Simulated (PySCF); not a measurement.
The dipole of `C[C@@H]1CC2(CC[C@H]1O)CC2` from its density and from atomic charges.

Coordinates (GFN2-xTB, Å) and charges (e) from the PBE0/pcSseg-1 density (PySCF):

```csv
atom,x,y,z,Mulliken,IAO,Hirshfeld,ESP-fitted
C1,-2.399,1.289,0.324,-0.1568,-0.4200,-0.1246,-0.5123
C2,-1.161,0.398,0.366,-0.3549,-0.1152,-0.0315,+0.3995
C3,0.073,1.155,-0.134,+0.0218,-0.2552,-0.0666,-0.6388
C4,1.299,0.268,-0.123,-0.5649,+0.0209,+0.0080,+0.4033
C5,1.099,-0.979,-0.956,-0.0568,-0.2546,-0.0663,-0.3187
C6,-0.116,-1.748,-0.443,-0.1409,-0.2735,-0.0814,-0.0989
C7,-1.374,-0.872,-0.474,+0.0913,+0.0946,+0.0440,+0.2185
O8,-2.509,-1.598,-0.054,-0.4477,-0.5508,-0.2202,-0.6595
C9,2.109,0.168,1.137,-0.1327,-0.3032,-0.0947,-0.2674
C10,2.658,0.898,-0.055,-0.1227,-0.2983,-0.0948,-0.4239
H11,-2.276,2.148,0.980,+0.1073,+0.1345,+0.0370,+0.1149
H12,-2.571,1.648,-0.689,+0.0997,+0.1332,+0.0375,+0.1228
H13,-3.277,0.731,0.640,+0.1173,+0.1485,+0.0336,+0.1214
H14,-0.981,0.090,1.404,+0.0942,+0.1148,+0.0283,-0.0448
H15,-0.111,1.503,-1.155,+0.1122,+0.1266,+0.0355,+0.1319
H16,0.239,2.033,0.493,+0.1001,+0.1294,+0.0402,+0.1981
H17,0.938,-0.698,-2.000,+0.1180,+0.1295,+0.0368,+0.0723
H18,1.985,-1.614,-0.910,+0.1007,+0.1325,+0.0414,+0.1256
H19,-0.288,-2.641,-1.045,+0.1226,+0.1397,+0.0373,+0.0634
H20,0.067,-2.065,0.588,+0.0948,+0.1212,+0.0305,+0.0074
H21,-1.598,-0.588,-1.508,+0.1027,+0.1320,+0.0384,+0.0867
H22,-2.364,-1.886,0.855,+0.2196,+0.3405,+0.1586,+0.3906
H23,2.547,-0.785,1.394,+0.1191,+0.1423,+0.0432,+0.1146
H24,1.806,0.751,1.994,+0.1192,+0.1425,+0.0429,+0.1059
H25,2.721,1.975,-0.010,+0.1185,+0.1441,+0.0439,+0.1496
H26,3.464,0.439,-0.608,+0.1183,+0.1441,+0.0440,+0.1378
```

Question: Compute μ = Σ q r for each scheme (1 e·Å = 4.803 D) and compare with the dipole of the full density.

Answer: The full density gives (1.28, 0.23, 0.83) D, 1.54 D in size; dipole vectors point from the negative to the positive end.

```csv
scheme,μx,μy,μz,size (D),share of the full size (%),angle to the full dipole (°)
Mulliken,1.37,1.15,-0.16,1.80,116,47
IAO,1.62,0.53,0.58,1.80,117,16
Hirshfeld,0.65,0.02,0.28,0.71,46,12
ESP-fitted,1.32,0.23,0.83,1.57,102,1
```

Question: Which set comes closest?

Answer: Length of the difference vector: ESP-fitted 0.04 D, IAO 0.52 D, Hirshfeld 0.86 D, Mulliken 1.36 D. Closest: ESP-fitted. ESP charges are fitted to the potential around the molecule, whose slowest-falling term is the dipole's. 

Question: What is left for the Hirshfeld atoms' own dipoles?

Answer: The shares of the density sum to the whole, so what Σ q r misses lies in dipoles about the nuclei. The atomic dipoles sum to (1.28, 0.23, 0.83) − (0.65, 0.02, 0.28) = (0.63, 0.21, 0.55) D, 0.86 D in size.

Question: With the origin at the mean of the coordinates, (-0.001, 0.001, 0.001) Å, which are the largest single terms, by size, of the Hirshfeld dipole along the direction of the full one?

Answer: O8 +2.48, H22 -1.36, C9 -1.09, C10 -1.05, C1 +0.97 D; all 26 atoms together +0.70 D. The single terms depend on the origin, their sum doesn't.

Question: Give the size of the full dipole in other units.

Answer: 1.54 D = 0.607 au = 0.321 e·Å = 5.14 × 10⁻³⁰ C·m.

Isolated species at its GFN2-xTB geometry (one conformer only).
